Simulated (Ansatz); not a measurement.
One change: `[OH][Hf]([OH])([OH])[SH]` becomes `[OH][Hf]([OH])([OH])[OH]`.

Ansatz, PBE0-D4/def2-TZVP geometries, multiplicity 1. Each molecule was computed in one conformer, which needn't be the lowest.

Elements past krypton have def2 core potentials.

```json
{"property": "HOMO–LUMO gap (PBE/def2-TZVPP) / eV", "`[OH][Hf]([OH])([OH])[SH]`": "4.85"}
{"property": "LUMO energy (B3LYP/def2-TZVPP) / eV", "`[OH][Hf]([OH])([OH])[SH]`": "-0.47"}
{"property": "HOMO–LUMO gap (B3LYP/def2-TZVPP) / eV", "`[OH][Hf]([OH])([OH])[SH]`": "6.24"}
{"property": "LUMO energy (PBE/def2-TZVPP) / eV", "`[OH][Hf]([OH])([OH])[SH]`": "-0.90"}
{"property": "HOMO–LUMO gap (ωB97M-V/def2-TZVPP) / eV", "`[OH][Hf]([OH])([OH])[SH]`": "10.16"}
{"property": "size of the dipole moment (B3LYP/def2-TZVPP) / D", "`[OH][Hf]([OH])([OH])[SH]`": "3.30"}
```

(1) Give the same properties after the change, and the shifts. (Estimate.)

## Answers

(1) The calculation gave: 
| property | `[OH][Hf]([OH])([OH])[OH]` | shift |
| --- | --- | --- |
| HOMO–LUMO gap (PBE/def2-TZVPP) / eV | 6.14 | 1.29 |
| LUMO energy (B3LYP/def2-TZVPP) / eV | -0.32 | 0.15 |
| HOMO–LUMO gap (B3LYP/def2-TZVPP) / eV | 7.94 | 1.70 |
| LUMO energy (PBE/def2-TZVPP) / eV | -0.69 | 0.21 |
| HOMO–LUMO gap (ωB97M-V/def2-TZVPP) / eV | 12.14 | 1.98 |
| size of the dipole moment (B3LYP/def2-TZVPP) / D | 0.00 | -3.30 |

With PBE0 the HOMO falls by 1.55 eV and the LUMO rises by 0.17 eV, so the gap widens by about 1.72 eV. PBE moves the HOMO by -1.10 eV and ωB97M-V by -1.84 eV.

B3LYP here is the variant with VWN-RPA as its local correlation; programs differ in this.
